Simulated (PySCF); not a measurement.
# Electron correlation in W (tungsten, neutral)

[Xe] 4f14 5d4 6s1 6p1, one real determinant (an excited configuration). Computed with PySCF 2.14 in def2-QZVPPD with the def2 core potential (60 electrons), with a scalar-relativistic core potential. Frozen: nothing; 14 electrons correlated.

| level | correlation energy (mhartree) |
| --- | --- |
| CCSD | -331.19 |
| (T) | -9.23 |
| CCSD(T) | -340.42 |

Diagnostics: T1 = 0.012, D1 = 0.0574, largest double amplitude 0.033.

**Question.** Is a single reference adequate?

**Answer.** Yes, within this model without spin-orbit coupling: T1 lies below 0.03 and no double amplitude reaches 0.07.

The reference is one real determinant that mixes LS terms of this configuration.

The basis has no tight functions for the innermost shells, so their pair energies are far from complete.

This basis was not built for core-valence correlation, so the inner-shell part is incomplete.
